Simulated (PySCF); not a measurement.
# Sr₂: energy against distance

Set-up: Sr x2c-TZVPall; spin-free X2C with a Gaussian nucleus (PySCF 2.14). Energies in eV from Sr + Sr in their ground configurations at the same level. All curves are PBE0. state 1: ¹Σg⁺ (singlet), closed shell; state 2: Ms = 0 determinant of mixed spin (⟨S²⟩ near 1.1), unpaired electrons σ ↓, π ↑, a second solution, started from another occupation; state 3: triplet, unpaired electrons σ ↑, π ↑, a second solution, started from another occupation.

```csv
R (Å),state 1,state 2,state 3
4.016,-0.0665,0.5803,0.6058
4.203,-0.1347,0.6616,0.6784
4.390,-0.1687,0.7636,0.7714
4.530,-0.1788,0.8481,0.8491
4.670,-0.1797,0.9361,0.9301
4.810,-0.1744,1.0255,1.0124
4.997,-0.1611,1.1440,1.1210
5.230,-0.1395,1.2874,1.2515
5.511,-0.1120,1.4481,1.3958
5.884,-0.0789,1.6385,1.5636
```

Question: Put a parabola through the three lowest points of the state 1 curve and estimate Re, k and ωe (reduced mass 43.95 u; 1 eV/Å² = 0.16022 mdyn/Å; ωe = 1302.8·√(k/μ) cm⁻¹).

Answer: Through R = 4.53, 4.67, 4.81 Å the second-order coefficient is 0.158 eV/Å², so Re ≈ 4.620 Å, k ≈ 0.0507 mdyn/Å and ωe ≈ 44 cm⁻¹. A polynomial fit of higher order to the unrounded PBE0 energies gives Re = 4.616 Å, k = 0.0590 mdyn/Å, ωe = 47.7 cm⁻¹; anharmonicity and rounding make the difference.

The higher-order fit for each curve: state 1: Re = 4.616 Å, ωe = 47.7 cm⁻¹, De = 0.180 eV. State 2 gave no clean fit. State 3 gave no clean fit.

Closed-shell solutions of metal pairs were not tested for spin polarisation, which can lower them a little. The bond is weak. Basis-set superposition, not corrected here, can be much of De in a small basis, most of all at correlated wavefunction levels. Functionals without a dispersion term scatter widely for such bonds, and LDA overbinds them.
